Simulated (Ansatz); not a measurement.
Cost and result for the atomization energy of C3H5Ga (`C#[C][GaH][CH3]`) (9 atoms, 8 bonds).

Cartesian coordinates in Å:
```
C -1.9766 1.8922 0.0089
C -1.2750 0.9447 -0.2630
Ga -0.1460 -0.5586 -0.6777
C 1.4081 -0.8640 0.4731
H -2.5970 2.7266 0.2457
H -0.5464 -1.4315 -1.9126
H 1.0918 -0.9185 1.5177
H 1.9479 -1.7753 0.2162
H 2.0933 -0.0156 0.3917
```

Total charge 0; spin multiplicity 1. Correlated methods include outer-core shells of Ga, which these sets cover unevenly. Scalar relativity is left out up to krypton. The structure was optimised at the PBE0-D4/def2-TZVP level. Program: Ansatz. All runs use 4 threads of a server CPU on a shared host. Times are those of one run each, without the atoms' runs, and a repeat can differ threefold. Electronic energies, without spin–orbit coupling; frozen cores. CCSD(T)/CBS adds CCSD(T) − MP2 in def2-TZVPP to the MP2 limit, and its time is that of the two runs behind it. T1 = 0.013. With those shells the extrapolation isn't a true limit. B3LYP takes the VWN-RPA correlation (the form of Gaussian; ORCA's B3LYP/G).

CCSD(T)/CBS is a level of theory with its own doubt, some kJ/mol a heavy atom from the limit and from the frozen cores, so smaller differences don't rank the functionals.

| level | functions | wall time |
| --- | --- | --- |
| PBE0-D4/def2-TZVPP | 211 | 2.1 s |
| CAM-B3LYP-D4/def2-TZVPP | 211 | 2.6 s |
| B3LYP-D4/def2-TZVPP (with forces) | 211 | 3.5 s |
| CCSD(T)/def2-SVP | 99 | 3.8 s |
| r2SCANh-D4/def2-TZVPP | 211 | 3.9 s |
| r2SCAN-D4/def2-TZVPP (with forces) | 211 | 4 s |
| B2PLYP/def2-TZVPP | 211 | 4 s |
| ωB97X-V/def2-TZVPP | 211 | 6.5 s |
| B97M-V/def2-TZVPP | 211 | 7.5 s |
| ωB97M-V/def2-TZVPP (with forces) | 211 | 9 s |
| MP2/def2-QZVPP | 410 | 15 s |
| CCSD(T)/def2-TZVPP | 211 | 74 s |
| CCSD(T)/CBS(def2) | – | 89 s |

What atomization energy does each give, and how far from CCSD(T)/CBS? (Estimate.)

Ansatz gave: 
| level | atomization (kJ/mol) | difference from CCSD(T)/CBS | per bond |
| --- | --- | --- | --- |
| PBE0-D4/def2-TZVPP | 3365.2 | 0.1 | 0.0 |
| CAM-B3LYP-D4/def2-TZVPP | 3359.2 | -5.9 | -0.7 |
| B3LYP-D4/def2-TZVPP (with forces) | 3343.7 | -21.4 | -2.7 |
| CCSD(T)/def2-SVP | 3214.5 | -150.6 | -18.8 |
| r2SCANh-D4/def2-TZVPP | 3347.3 | -17.8 | -2.2 |
| r2SCAN-D4/def2-TZVPP (with forces) | 3366.9 | 1.8 | 0.2 |
| B2PLYP/def2-TZVPP | 3331.7 | -33.4 | -4.2 |
| ωB97X-V/def2-TZVPP | 3355.1 | -10.0 | -1.3 |
| B97M-V/def2-TZVPP | 3363.2 | -1.9 | -0.2 |
| ωB97M-V/def2-TZVPP (with forces) | 3356.9 | -8.2 | -1.0 |
| MP2/def2-QZVPP | 3398.6 | 33.5 | 4.2 |
| CCSD(T)/def2-TZVPP | 3298.3 | -66.8 | -8.4 |
| CCSD(T)/CBS(def2) | 3365.1 | 0.0 | 0.0 |

Leaving LDA and LC-ωPBE aside and taking each functional with its dispersion term where it has one, the values, not all of them listed here, spread over 159.2 kJ/mol, from BHLYP-D4 to PBE-D4. LDA lies +405.6 kJ/mol from PBE without D4, its usual overbinding. From PBE to PBE0 (25 % exact exchange), in def2-TZVPP and without D4, the atomization energy moves by −49.3 kJ/mol: exact exchange takes away binding that semilocal exchange gives to molecules. In def2-TZVPP, CCSD(T) changes the Hartree–Fock value by +811.5 kJ/mol (the triples alone add +53.8 kJ/mol) and MP2 by +872.6 kJ/mol; breaking electron pairs costs correlation energy, which Hartree–Fock lacks.
